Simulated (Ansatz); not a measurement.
A geometry relaxed with CAM-B3LYP-D3(BJ)/def2-TZVPD (Ansatz, a first-principles code), charge -1, multiplicity 1:

```xyz
8

H      1.6230    -1.0072     0.9936
Si     1.3160    -0.0026    -0.0954
H     -1.8347     0.9067    -1.0279
O      2.0392     1.3726    -0.0495
Ge    -1.1074     0.1054     0.0877
H     -1.8304    -1.2772     0.0460
H     -1.6593     0.7421     1.3936
H      1.4534    -0.8398    -1.3481
```

Write the SMILES of this molecule.

`[O-][SiH2][GeH3]`
